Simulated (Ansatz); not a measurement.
CH₃BrSSn, SMILES `C[S][Sn][Br]`. Charge 0, multiplicity 1. Sn takes the def2 core potential.

```
atom   x (Å)   y (Å)   z (Å)
  C1  -0.758   0.648  -0.031
  S2   0.521   0.519  -1.307
 Sn3   2.120  -1.199  -0.759
 Br4   1.172  -2.019   1.451
  H5  -0.579  -0.055   0.781
  H6  -1.724   0.440  -0.491
  H7  -0.754   1.666   0.355
```

(1) List the harmonic frequencies (cm⁻¹, unscaled) at PBE0-D4/def2-TZVP in Ansatz. (Best estimate.)

(2) Is this a minimum?

(3) Give the ideal-gas thermochemistry at 298.15 K and 1 bar (rigid rotor, harmonic oscillator; point group Cs, symmetry number 1).

(4) And at 400, 500, 600, 800 and 1000 K?

Answers

(1) The calculation gave: 54, 90, 111, 200, 237, 337, 728, 964, 975, 1342, 1465, 1468, 3064, 3159, 3162.

(2) Yes, all 15 modes are real.

(3) Zero-point energy 103.8 kJ/mol; H(298) − E = 124.1 kJ/mol; entropy 373.2 J/(mol·K), of which translation 177.5, rotation 123.3, vibration 72.4; G(298) − E = 12.8 kJ/mol. Modes under 100 cm⁻¹ are hindered rotations or soft bends, so the harmonic entropy is rough.

(4) 
```
T (K)  H − E (kJ/mol)  S (J/mol/K)  G − E (kJ/mol)
  400           133.5        400.2           -26.6
  500           143.5        422.6           -67.8
  600           154.3        442.2          -111.1
  800           177.4        475.4          -202.9
 1000           202.3        503.2          -300.9
```
